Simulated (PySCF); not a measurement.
SnF₂ + H₂O → HSn(OH) + F₂

Level: PBE0 in the def2-TZVP basis family, computed in PySCF with density fitting; scalar-relativistic core potentials for atoms from Rb on, none lighter, no spin–orbit coupling; open shells unrestricted.

```tsv
species	state and structure	E (Eh)	ZPE (kJ/mol)	H(298 K) − H(0) (kJ/mol)	S° (J/(mol K))
SnF₂	singlet, C2v, Sn–F 1.932 Å (×2); F–Sn–F 95.9°	-413.98408	8.3	12.3	282.1
H₂O	singlet, C2v, O–H 0.960 Å (×2); H–O–H 105.1°	-76.37736	56.5	9.9	188.7
HSn(OH)	singlet, Cs, O–H 0.960 Å, Sn–H 1.795 Å, Sn–O 1.981 Å; H–O–Sn 114.3°, H–Sn–O 94.2°	-290.68742	48.3	11.5	266.1
F₂	singlet, D∞h, F–F 1.376 Å	-199.40856	6.6	8.7	201.9
```

Question: What is the electronic reaction energy?

Answer: At PBE0/def2-TZVP, ΔE = 697.0 kJ/mol from the differences of the total energies times 2625.5, uphill. 

Question: Add zero-point, thermal and entropy terms for 298.15 K and 1 bar.

Answer: ΔZPE = -9.9 and Δ[H(298) − H(0)] = -2.0 kJ/mol give ΔH° = 685.1 kJ/mol. ΔS° = -2.8 J/(mol K), so ΔG° = 685.1 − 298.15 × (-0.0028) = 686 kJ/mol.

Each species is the lowest minimum found with this bonding; other isomers or fragments can lie lower.
